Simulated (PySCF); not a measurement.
C₅H₆BNO₂.
Bonds: O1–B2, B2–O3, B2–C4, C4–C5 (aromatic), C5–C6 (aromatic), C6–N7 (aromatic), N7–C8 (aromatic), C8–C9 (aromatic), C4–C9 (aromatic). Hydrogens: H10 on O1; H11 on O3; H12 on C5; H13 on C6; H14 on C8; H15 on C9.

Computed with PBE0-D3(BJ)/def2-SVP geometry optimisation, gas phase (PySCF).

(1) What internal coordinates does the optimisation give?

Results:

(1) 
```tsv
bond	length (Å)
O1–B2, B2–O3	1.359
B2–C4	1.576
C4–C5, C4–C9	1.400
C5–C6, C8–C9	1.394
C6–N7, N7–C8	1.331
O1–H10, O3–H11	0.962
C5–H12, C9–H15	1.094
C6–H13, C8–H14	1.096
```

Bonds in one row agree within 0.01 Å and their mean is given. A selection of angles:
```tsv
angle	degrees
B2–O1–H10	113.8
O1–B2–O3	118.7
O1–B2–C4	123.5
O3–B2–C4	117.8
B2–O3–H11	111.8
B2–C4–C5	123.1
B2–C4–C9	120.5
C5–C4–C9	116.4
C4–C5–C6	119.7
C4–C5–H12	121.6
C6–C5–H12	118.6
C5–C6–N7	123.3
C5–C6–H13	120.2
N7–C6–H13	116.5
C6–N7–C8	117.5
C4–C9–H15	120.0
```

Torsions: O1–B2–C4–C5 -7° (synperiplanar); H10–O1–B2–O3 177° (antiperiplanar); H11–O3–B2–O1 -1° (synperiplanar). The mirror-image conformer, all signs reversed, is as good.

O1 (boron-bound oxygen) is bent (angle 113.8°). Of the pairs four or more bonds apart, H10···H12 is among the closest relative to their van der Waals radii: 2.14 Å, 89 % of the sum of Bondi's values. The 6-membered ring C4–C5–C6–N7–C8–C9 has internal angles of 116.4° to 123.5° (sum 720°, against 720° for a flat polygon); it is planar, 0.00 Å rms from its mean plane, widest ring torsion 0°. B2 (three-coordinate boron) is planar (angles 123.5°, 118.7° and 117.8°, sum 360.0°, 0.00 Å off the plane of its three neighbours).

Point group: near Cs, missed by 0.39 Å at most; the miss may be what the optimiser left on a soft mode. No frequency check. The numbers are those of one conformer (H–O1–B2–O3 177°, O1–B2–O3–H -1°).
